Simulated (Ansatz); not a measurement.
Reactions of ClFGeH$_{4}$Si, SMILES `F[SiH](Cl)[GeH3]`.

Gas-phase electronic energies from Ansatz, PBE0-D4/def2-TZVP geometries. CCSD(T)/CBS adds triple-zeta CCSD(T) − MP2 to the extrapolated MP2 energy (def2 sets, frozen cores). This one scheme is used for every species, atoms too. Open shells (•) are unrestricted, without spin–orbit coupling. Spin–orbit coupling would lower the free atoms: a little for Cl. Bonds to Ge are less sure, by a few kJ/mol each and by 10 to 20 or more in all where they break to atoms, as the def2 sets lack core-valence functions. Scalar relativity is left out up to krypton. Each species was taken in one conformer, which may not be the lowest.

Order these by ΔE at CCSD(T)/CBS, lowest first. (Best estimate.)
A. `F[SiH](Cl)[GeH3]` → Cl• + `F[SiH][GeH3]`•
B. `F[SiH](Cl)[GeH3]` + `[CH3]`• → `F[Si](Cl)[GeH3]`• + CH₄
C. `F[SiH](Cl)[GeH3]` → `F[Si]Cl` + GeH₄
D. `F[SiH](Cl)[GeH3]` → `[Cl][GeH3]` + `F[SiH]`
E. `F[SiH](Cl)[GeH3]` + `S[SiH2]Cl` → `F[SiH](Cl)S[SiH2]Cl` + GeH₄
F. `F[SiH](Cl)[GeH3]` + H₂ → `Cl[SiH2][GeH3]` + H–F
G. `F[SiH](Cl)[GeH3]` + `[NH2][GeH3]` → `[GeH3][NH][GeH3]` + `F[SiH2]Cl`
H. `F[SiH](Cl)[GeH3]` → `[F][GeH3]` + `[SiH]Cl`

B (-70.7 kJ/mol), E (-56.9 kJ/mol), G (+1.5 kJ/mol), F (+113.1 kJ/mol), C (+154.5 kJ/mol), D (+248.7 kJ/mol), H (+294.9 kJ/mol), A (+480.8 kJ/mol).

Largest T1 diagnostic: 0.015, for `F[SiH]`.
